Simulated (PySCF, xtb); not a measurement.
GeO2, SMILES [O]=[Ge]=[O].

Harmonic wavenumbers (cm⁻¹) from GFN2-xTB (xtb) at its own minimum, in rising order: 170, 170, 857, 1023.

**Question.** What does TPSSh-D3(BJ)/def2-TZVP (PySCF) give at its own minimum? (The exact figures need the calculation; the answer reports its results.)

**Answer.** 206, 206, 895, 1077. Paired by order, the mean absolute difference is 41 cm⁻¹ and the zero-point energies are 3.2 and 3.4 kcal/mol.
